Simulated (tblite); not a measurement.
Species: 2-ethynylpyridine, C₇H₅N.
SMILES with atom numbers: `[CH:1]#[C:2][c:3]1[cH:4][cH:5][cH:6][cH:7][n:8]1` (hydrogens: H9 on C1; H10 on C4; H11 on C5; H12 on C6; H13 on C7)

Computed with GFN2-xTB (tblite), gas phase: Langevin dynamics at 200 K from the optimised GFN2-xTB geometry, time step 0.5 fs, friction 0.01 fs⁻¹, 2000 steps.

Start geometry:
```
atom  x, y, z in Å
C1      3.235   -0.710   -0.414
C2      2.058   -0.520   -0.271
C3      0.671   -0.269   -0.103
C4      0.221    1.035    0.130
C5     -1.137    1.240    0.290
C6     -1.994    0.151    0.212
C7     -1.443   -1.100   -0.026
N8     -0.152   -1.312   -0.179
H9      4.262   -0.885   -0.541
H10     0.926    1.851    0.180
H11    -1.524    2.233    0.472
H12    -3.059    0.270    0.333
H13    -2.068   -1.981   -0.101
```

The statistics below take the 31 frames saved every 25 fs from 250 to 1000 fs; their kinetic temperature (all 3N coordinates) averages 193 K.

Task: How do the bond lengths spread?

Result: 
```tsv
bond	start (Å)	mean (Å)	standard deviation (Å)	shortest (Å)	longest (Å)
C1≡C2	1.200	1.202	0.009	1.184	1.222
C2–C3	1.420	1.422	0.024	1.376	1.486
C3–C4	1.398	1.401	0.023	1.346	1.453
C4–C5	1.383	1.384	0.019	1.336	1.425
C5–C6	1.387	1.386	0.014	1.352	1.407
C6–C7	1.388	1.388	0.017	1.349	1.418
C7–N8	1.318	1.324	0.018	1.284	1.364
C3–N8	1.331	1.335	0.022	1.303	1.390
C1–H9	1.049	1.050	0.021	1.009	1.089
C4–H10	1.079	1.082	0.022	1.020	1.131
C5–H11	1.081	1.085	0.024	1.041	1.151
C6–H12	1.079	1.083	0.026	1.033	1.168
C7–H13	1.083	1.084	0.018	1.049	1.117
```

Task: How far does each atom move about its mean position (frames aligned on the start, all atoms weighted alike), and what rms force does it feel?

Result: 
| atom | rms displacement (Å) | rms force (eV/Å) |
| --- | --- | --- |
| C1 | 0.10 | 1.49 |
| C2 | 0.10 | 1.15 |
| C3 | 0.11 | 1.52 |
| C4 | 0.09 | 1.57 |
| C5 | 0.06 | 1.42 |
| C6 | 0.08 | 1.22 |
| C7 | 0.06 | 1.49 |
| N8 | 0.12 | 1.37 |
| H9 | 0.19 | 0.85 |
| H10 | 0.15 | 0.86 |
| H11 | 0.11 | 0.86 |
| H12 | 0.17 | 0.87 |
| H13 | 0.10 | 0.66 |

The displacements run from 0.06 to 0.19 Å, the largest at H9.

Task: How widely does the potential energy scatter, against a harmonic estimate?

Result: Mean 0.29 eV above the start, standard deviation 0.083 eV, range 0.18 to 0.51 eV. For 33 classical harmonic modes at 200 K the canonical values are 33kT/2 = 0.28 eV and kT·√(33/2) = 0.070 eV.

The run is classical and short, so these are rough statistics of one trajectory.

The cost below is that of the whole dynamics run. On one thread of an Intel Xeon Platinum 8488C, shared host with 96 logical CPUs at a one-minute load of 54, this took 10 s wall and 0.18 GiB of memory at its peak.
